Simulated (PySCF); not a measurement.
**Indium: a sound run and one with changed settings**

Sound run: In⁺ [Kr] 4d10 5s2, In²⁺ [Kr] 4d10 5s1. Calculation: PySCF 2.14, in x2c-SVPall; scalar relativity by spin-free X2C-1e. The sound run starts from symmetry-adapted Hartree-Fock orbitals and uses a fine grid where one is needed.

Changed run: radial step 0.8 in ln r (0.13 in the sound run). This setting is unsound on purpose.

```tsv
species	method	sound run (hartree)	changed run (hartree)	converged
In⁺	UHF	-5877.42445	-5877.42445	yes
In⁺	LDA	-5874.22629	-5873.14316	yes
In⁺	M06-2X	-5880.57786	-5880.05310	yes
In²⁺	UHF	-5876.79510	-5876.79510	yes
In²⁺	LDA	-5873.50929	-5872.44353	yes
In²⁺	M06-2X	-5879.88941	-5879.35699	yes
```

Ionisation energy of In⁺:

```json
{"method": "UHF", "sound run (eV)": "17.126", "changed run (eV)": "17.126"}
{"method": "LDA", "sound run (eV)": "19.511", "changed run (eV)": "19.038"}
{"method": "M06-2X", "sound run (eV)": "18.733", "changed run (eV)": "18.942"}
```

A coarse radial grid mis-integrates the density and the exchange-correlation energy, with errors of either sign; Hartree-Fock needs no grid.

For comparison, NIST gives 18.870 eV between the lowest levels.
